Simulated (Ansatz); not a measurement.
Ansatz results at the PBE0-D4/def2-TZVP geometry: HOMO energy (PBE0/def2-TZVPP) -7.74 eV; size of the dipole moment (B3LYP/def2-TZVPP) 3.79 D; HOMO–LUMO gap (ωB97M-V/def2-TZVPP) 10.93 eV.

Each molecule was computed in one conformer, which needn't be the lowest.

Q: Which molecule gave them?
A. `C[O][Hf]([F])([SeH])[O]C`
B. `C[O][Hf]([NH2])([Br])[Br]`
C. `C[O][Hf]([OH])([OH])[S]C`
D. `C[O][Hf]([NH2])([OH])[O][SiH3]`

A: B. The others give `C[O][Hf]([F])([SeH])[O]C`: -6.85, 3.58, 9.91; `C[O][Hf]([NH2])([OH])[O][SiH3]`: -7.06, 2.08, 10.49; `C[O][Hf]([OH])([OH])[S]C`: -6.38, 2.82, 9.67.

B3LYP here is the variant with VWN-RPA as its local correlation; programs differ in this.
